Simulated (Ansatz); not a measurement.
`[SiH3]CCS` + `CB(O)F` → `CB(F)O[SiH3]` + `CCS`  (ligand exchange at the Si–C bond)

Calculated with Ansatz (gas phase, PBE0-D4/def2-TZVP geometries, no zero-point term in ΔE). CCSD(T)/CBS adds triple-zeta CCSD(T) − MP2 to the extrapolated MP2 energy (def2 sets, frozen cores). DFT in def2-TZVPP. B3LYP here is the variant with VWN-RPA as its local correlation; programs differ in this. Each species was taken in one conformer, which may not be the lowest.

```
        level  ΔE (kcal/mol)
       PBE-D4          -18.8
     B3LYP-D4          -22.9
       B2PLYP          -23.4
HF/def2-QZVPP          -28.3
```

**Question.** What does CCSD(T)/CBS give? (An estimate is asked.)

**Answer.** Computed: -22.4 kcal/mol. The listed levels differ from it by 3.6, -0.5, -1.0, -5.9 kcal/mol.

Largest T1 diagnostic among the species: 0.012.

At CCSD(T), def2-SVP lies +2.4 kcal/mol from the extrapolated value and def2-TZVPP +0.2 kcal/mol. Leaving LDA and LC-ωPBE aside and taking each functional with its dispersion term where it has one, the values, not all of them listed here, spread over 6.2 kcal/mol, from BHLYP-D4 to revPBE-D4. LDA lies +0.8 kcal/mol from PBE without D4. From PBE to PBE0 (25 % exact exchange), in def2-TZVPP and without D4, ΔE moves by −1.2 kcal/mol.

CCSD(T)/CBS has its own doubt, a few kJ/mol and more with outer-core shells, so smaller differences from it don't rank the levels.
